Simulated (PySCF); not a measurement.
Species: C5H7NSeSi.
SMILES with atom numbers: `[SeH:1][SiH2:2][c:3]1[cH:4][cH:5][cH:6][cH:7][n:8]1` (hydrogens: H9 on Se1; H10, H11 on Si2; H12 on C4; H13 on C5; H14 on C6; H15 on C7)

Method used: PBE0-D3(BJ)/def2-SVP geometry optimisation, gas phase (PySCF 2.14.0).

List the bond lengths, angles and torsions at this level.

```json
{"bond": "Se1–Si2", "length (Å)": "2.272", "order": "single"}
{"bond": "Si2–C3", "length (Å)": "1.893", "order": "single"}
{"bond": "C3–C4", "length (Å)": "1.401", "order": "aromatic"}
{"bond": "C4–C5", "length (Å)": "1.392", "order": "aromatic"}
{"bond": "C5–C6", "length (Å)": "1.392", "order": "aromatic"}
{"bond": "C6–C7", "length (Å)": "1.395", "order": "aromatic"}
{"bond": "C7–N8", "length (Å)": "1.329", "order": "aromatic"}
{"bond": "C3–N8", "length (Å)": "1.340", "order": "aromatic"}
{"bond": "Se1–H9", "length (Å)": "1.477", "order": "single"}
{"bond": "Si2–H10, Si2–H11", "length (Å)": "1.496", "order": "single"}
{"bond": "C4–H12", "length (Å)": "1.093", "order": "single"}
{"bond": "C5–H13", "length (Å)": "1.093", "order": "single"}
{"bond": "C6–H14", "length (Å)": "1.092", "order": "single"}
{"bond": "C7–H15", "length (Å)": "1.096", "order": "single"}
```

Bonds in one row agree within 0.01 Å and their mean is given. Orders are formal, as drawn. A selection of angles:
```json
{"angle": "Se1–Si2–C3", "degrees": "102.9"}
{"angle": "Si2–C3–C4", "degrees": "123.3"}
{"angle": "Si2–C3–N8", "degrees": "114.8"}
{"angle": "C4–C3–N8", "degrees": "121.9"}
{"angle": "C3–C4–C5", "degrees": "119.0"}
{"angle": "C4–C5–C6", "degrees": "118.6"}
{"angle": "C5–C6–C7", "degrees": "118.4"}
{"angle": "C6–C7–N8", "degrees": "123.2"}
{"angle": "C3–N8–C7", "degrees": "118.9"}
{"angle": "H9–Se1–Si2", "degrees": "92.2"}
```

Torsions: Se1–Si2–C3–C4 180° (antiperiplanar); H9–Se1–Si2–C3 179° (antiperiplanar).

N8 (pyridine-type nitrogen) is bent (angle 118.9°). The 6-membered ring C3–C4–C5–C6–C7–N8 has internal angles of 118.4° to 123.2°; it is planar, 0.00 Å rms from its mean plane, widest ring torsion 0°. Si2 (SiH2 silicon) is distorted tetrahedral (angles from 102.9° to 113.0°). The 8 heavy atoms lie in one plane (0.003 Å rms).

Point group: Cs (tolerance 0.08 Å). No frequency check. One conformer, not necessarily the lowest (H–Se1–Si2–C3 179°, Se1–Si2–C3–C4 180°).
